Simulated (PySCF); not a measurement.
## Interval between two levels of Eu⁺ by level of theory

Eu⁺ [Xe] 4f7 6s1 [9S4, M_J = 4] → Eu⁺ [Xe] 4f6 6s1 6p1 [9G8, M_J = 8], as a difference of total energies. Calculation: PySCF 2.14, in x2c-TZVPall-2c with one added diffuse shell each of s, p, d, f type (12s12p11d5f1g, 147 functions); the two-component X2C-1e Hamiltonian. Correlated levels: [Ar] 3d10 frozen; the 18 highest virtual spinors dropped. "Screened" scales the spin-orbit matrix elements by Boettger's factors to mimic the two-electron term; Breit and QED terms are absent.

| method | interval between two levels (cm⁻¹) |
| --- | --- |
| GHF (screened spin-orbit) | 46671 |
| GMP2 (screened spin-orbit) | 61638 |

The labels give the starting determinants; with spin-orbit coupling the two ends relaxed to ⟨J²⟩ = 20.01, ⟨L²⟩ = 0.10, ⟨S²⟩ = 19.94 and ⟨J²⟩ = 72.43, ⟨L²⟩ = 20.76, ⟨S²⟩ = 19.87.

The determinant of the upper state mixes levels of different J (the jj label is only the starting occupation), so the difference between spin-free and spin-orbit rows is not the physical spin-orbit shift.
